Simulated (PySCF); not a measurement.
Magnetic shielding above rings: a mixed set.

Definitions: NICS(0) = −σiso at the ring centroid; NICS(1) = −σiso and NICS(1)zz = −σzz at ±1 Å along the ring normal z. Level: GIAO PBE0/pcSseg-1 (PySCF, non-relativistic, gas phase) on the GFN2-xTB geometries, one conformer each. Atom numbers follow the mapped SMILES.

Task: Order these rings by mean NICS(1)zz, lowest (most negative) first (ppm).
A. ring C3–C4–N5–N6–N7 in `[N:1]#[C:2][c:3]1[cH:4][nH:5][n:6][n:7]1`
B. ring C7–C8–C9–Si10 in `[O:1]=[CH:2][O:3][CH2:4][C:5](=[S:6])[C@H:7]1[CH2:8][CH2:9][SiH2:10]1`
C. ring C4–C5–C6–C9–Si10 in `[CH2:1]=[C:2]([CH3:3])[C@@H:4]1[CH2:5][C@@H:6]([CH:7]=[O:8])[CH2:9][SiH2:10]1`
D. ring C4–C5–N6 in `[F:1][CH:2]([F:3])[C@@H:4]1[CH2:5][NH:6]1`
E. ring C3–C4–N5–C6–N8–C9 in `[NH2:1][CH2:2][c:3]1[cH:4][n:5][c:6]([Cl:7])[n:8][cH:9]1`
F. ring C6–C7–C8–C9–S10 in `[CH3:1][CH2:2][P:3]([NH:4][CH3:5])[c:6]1[cH:7][cH:8][cH:9][s:10]1`
G. ring C2–C3–Si4–C9 in `[CH3:1][C@H:2]1[CH2:3][Si@H:4]([NH:5][CH:6]2[CH2:7][CH2:8]2)[CH2:9]1`

Result: A (-34.2), F (-26.9), E (-25.2), D (-23.0), C (-4.1), G (3.6), B (5.6).

| SMILES | ring | NICS(0) | NICS(1) | NICS(1)zz | HOMA | rms pucker (Å) | ring atoms with four or more neighbours |
| --- | --- | --- | --- | --- | --- | --- | --- |
| N#Cc1c[nH]nn1 | 5-membered ring with 3 N; formal bonds all aromatic | -14.5 | -13.5 | -34.2 | 0.92 | 0.00 | 0 |
| CCP(NC)c1cccs1 | 5-membered ring with S; formal bonds all aromatic | -12.6 | -11.6 | -26.9 | 0.80 | 0.01 | 0 |
| NCc1cnc(Cl)nc1 | 6-membered ring with 2 N; formal bonds all aromatic | -6.5 | -10.4 | -25.2 | 0.99 | 0.00 | 0 |
| FC(F)[C@@H]1CN1 | 3-membered ring with N; formal bonds all single | -45.5 | -7.3 | -23.0 | – | 0.00 | 2 |
| C=C(C)[C@@H]1C[C@@H](C=O)C[SiH2]1 | 5-membered ring with Si; formal bonds all single | -5.5 | -3.8 | -4.1 | – | 0.20 | 5 |
| C[C@H]1C[Si@H](NC2CC2)C1 | 4-membered ring with Si; formal bonds all single | -0.4 | -1.2 | 3.6 | – | 0.09 | 4 |
| O=COCC(=S)[C@H]1CC[SiH2]1 | 4-membered ring with Si; formal bonds all single | -0.7 | -0.5 | 5.6 | – | 0.04 | 4 |

NICS(0) gives another order. The isotropic NICS(1) gives the same order. HOMA uses Krygowski's 1993 parameters; it is left out where a ring has a four-coordinate atom, a triple bond, no multiple bond or a kind of bond without parameters. NICS(1) and NICS(1)zz are means over the two faces.
